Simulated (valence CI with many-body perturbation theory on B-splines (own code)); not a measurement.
**Te³⁺: electric-dipole lines**

Computed by valence CI with perturbative core correlation (CI+MBPT): three valence electrons over a frozen Dirac-Fock core [Kr] 4d10, radial functions for each j: 11 s, 11 p, 9 d, 7 f, 5 g, 2 h, 1 i, with the one-electron correlation potential Σ1 (screened to all orders), the two-electron term Σ2, the three-electron term Σ3, Breit, model QED; selected single and double excitations, second order for the rest, scaled by the run's own slope (own B-spline code, finite nucleus).

Set against measurement, 9 paired levels are off by 292 cm⁻¹ on average, the worst by 468. These come from a selection out of Moore, Atomic Energy Levels, vol. III, NSRDS-NBS 35 (1971 reprint of NBS Circular 467, 1958), an old analysis. Levels without a partner in it may be off by more.

Lines 1 to 50 of 296 in falling wavelength, among levels below 241172 cm⁻¹, chosen from the strongest by gf and those to the six lowest levels. Wavelengths and rates use the calculated energies, so an error of 300 cm⁻¹ moves a line at 330.4 nm by 0.99 % and its rate by three times that or more. Electric multipoles are in the length gauge, E1 and E2 with the static RPA response of the core. Weak lines are less certain than strong ones. Lines between different terms over intervals too small for the method are left out, as are lines whose strength nearly cancels. Where a level lies close to another of its J and parity, the split of strength between their lines is uncertain. The highest levels of a list are the least certain.

Names give the largest LS component (configuration and term), which can be under half, so a name can repeat, a term be missing and a line seem to break the LS rules; names also repeat where a configuration has a term twice. Letters in brackets count levels of one name in rising energy.

```csv
λ vac (nm),Upper,Lower,A (s⁻¹),log gf,Branch %
1113,5s5p6s ²P°_1/2,5s²7s ²S_1/2,3.90e+06,-0.84,0.1
923.3,5s²5g ²G_9/2,5s²5f ²F°_7/2,3.32e+07,0.63,3.1
923.2,5s5p6s ²P°_1/2,5s²6d ²D_3/2,6.76e+06,-0.76,0.1
922.9,5s²5g ²G_7/2,5s²5f ²F°_7/2,1.19e+06,-0.92,0.1
893.9,5s²5g ²G_7/2,5s²5f ²F°_5/2,3.95e+07,0.58,3.7
813.9,5s5p5d ²F°_7/2 [a],5s²6d ²D_5/2,5.30e+06,-0.38,0.1
794.7,5s²7p ²P°_3/2,5s²7s ²S_1/2,4.14e+07,0.20,1.7
764.9,5s²7p ²P°_1/2,5s²7s ²S_1/2,5.30e+07,-0.03,8.7
713.2,5s²7p ²P°_3/2,5s²6d ²D_5/2,5.01e+07,0.18,2.1
693.0,5s²7p ²P°_3/2,5s²6d ²D_3/2,5.85e+06,-0.77,0.2
670.2,5s²7p ²P°_1/2,5s²6d ²D_3/2,7.80e+07,0.02,12.9
659.9,5s²5g ²G_9/2,5s5p5d ²F°_7/2 [a],1.21e+07,-0.10,1.1
635.2,5s²7d ²D_3/2,5s5p6s ²P°_3/2,8.15e+06,-0.71,1.0
631.9,5s²7d ²D_5/2,5s5p6s ²P°_3/2,3.66e+07,0.12,6.1
615.1,5s²5f ²F°_5/2,5s²6d ²D_5/2,7.41e+06,-0.60,0.6
602.1,5s²5f ²F°_7/2,5s²6d ²D_5/2,1.06e+08,0.66,6.6
600.0,5s²5f ²F°_5/2,5s²6d ²D_3/2,1.10e+08,0.55,8.2
596.1,5s5p6s ²P°_3/2,5s²7s ²S_1/2,3.45e+07,-0.13,0.8
575.0,5s²8s ²S_1/2,5s5p6s ²P°_3/2,3.73e+07,-0.43,2.6
573.8,5s²7d ²D_5/2,5s²5f ²F°_7/2,5.37e+07,0.20,8.9
565.0,5s²7d ²D_3/2,5s²5f ²F°_5/2,6.35e+07,0.08,8.1
549.0,5s5p6s ²P°_3/2,5s²6d ²D_5/2,3.78e+07,-0.16,0.9
545.9,5s5p6p ⁴D_3/2,5s²7p ²P°_1/2,1.20e+07,-0.67,1.5
531.8,5s5p6p ²P_1/2,5s5p6s ²P°_3/2,1.21e+07,-0.99,1.3
514.2,5s²7d ²D_3/2,5s²7p ²P°_1/2,1.28e+08,0.31,16.2
501.6,5s²7d ²D_3/2,5s²7p ²P°_3/2,2.70e+07,-0.39,3.4
499.6,5s²7d ²D_5/2,5s²7p ²P°_3/2,1.71e+08,0.58,28.4
479.7,5s5p6p ⁴P_3/2,5s²7p ²P°_1/2,1.74e+07,-0.62,2.2
474.1,5s²8s ²S_1/2,5s²7p ²P°_1/2,6.48e+07,-0.36,4.5
464.4,5s5p6p ⁴P_1/2,5s²7p ²P°_1/2,2.93e+07,-0.72,2.8
463.3,5s²8s ²S_1/2,5s²7p ²P°_3/2,1.30e+08,-0.08,9.0
459.7,5s²7d ²D_5/2,5s5p5d ²F°_7/2 [a],1.14e+07,-0.66,1.9
454.1,5s5p6p ⁴P_1/2,5s²7p ²P°_3/2,3.05e+07,-0.72,2.9
441.8,5s5p6p ⁴D_5/2,5s²7p ²P°_3/2,2.16e+07,-0.42,2.7
424.9,5s²7d ²D_3/2,5s5p6s ²P°_1/2,7.66e+07,-0.08,9.7
387.0,5s5p6p ⁴D_1/2,5s5p6s ⁴P°_1/2,1.00e+08,-0.35,12.4
385.3,5s5p6p ⁴D_3/2,5s5p6s ⁴P°_3/2,7.72e+07,-0.16,9.8
376.0,5s5p6p ²P_1/2,5s5p6s ²P°_1/2,1.17e+08,-0.30,12.9
368.2,5s²7d ²D_5/2,5s5p6s ⁴P°_3/2,2.41e+07,-0.53,4.0
361.3,5s²6p ²P°_1/2,5s²6s ²S_1/2,1.90e+08,-0.13,28.3
358.3,5s5p6p ⁴D_1/2,5s5p5d ⁴P°_1/2,4.50e+07,-0.76,5.6
354.5,5s5p6p ⁴D_3/2,5s5p6s ⁴P°_1/2,5.69e+07,-0.37,7.2
351.1,5s5p6p ⁴P_3/2,5s5p6s ⁴P°_3/2,3.13e+07,-0.64,4.0
342.8,5s5p6p ⁴P_1/2,5s5p6s ⁴P°_3/2,1.26e+08,-0.35,11.9
335.8,5s5p6p ⁴D_5/2,5s5p6s ⁴P°_3/2,1.88e+08,0.28,23.1
331.8,5s5p6p ²P_1/2,5s5p6s ⁴P°_3/2,3.13e+07,-0.99,3.4
330.4,5s²6p ²P°_3/2,5s²6s ²S_1/2,2.44e+08,0.20,32.6
330.3,5s5p6p ⁴D_3/2,5s5p5d ⁴P°_1/2,2.50e+07,-0.79,3.2
328.5,5s²6d ²D_3/2,4f5s² ²F°_5/2,9.93e+07,-0.19,5.8
325.4,5s5p6p ⁴P_3/2,5s5p6s ⁴P°_1/2,1.12e+08,-0.15,14.1
```
